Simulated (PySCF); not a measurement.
## Worked example for 3,3,3-trifluoropropylamine: ionisation energy to the radical cation

Structure: `NCCC(F)(F)F` (C3H6F3N).

Energies: ωB97X-D3(BJ)/ma-def2-TZVP (PySCF, density fitting, integration grid level 2) on PBE0-D3(BJ)/def2-SVP structures. The prefix ma- adds one diffuse s and one diffuse p function on all atoms but H. Zero-point energies come from unscaled PBE0-D3(BJ)/def2-SVP harmonic frequencies.

| state | structure | E / Eh |
| --- | --- | --- |
| parent | parent | -472.528135 |
| radical cation | parent | -472.164481 |
| radical cation | radical cation | -472.190654 |
| parent | radical cation | -472.511099 |

Zero-point energy of the radical cation less that of the parent: -0.079 eV. 1 Eh = 27.2114 eV.

Question: Work out the vertical and adiabatic ionisation energy.

Answer: Vertical: (-472.164481) − (-472.528135) = 0.363654 Eh = 9.90 eV. Adiabatic: 0.337481 Eh = 9.183 eV, and 9.10 eV with zero-point energy.

Question: And the inner reorganisation energy of self-exchange?

Answer: The radical cation relaxes by 712.2 meV and the parent by 463.6 meV, so λ = 1176 meV.
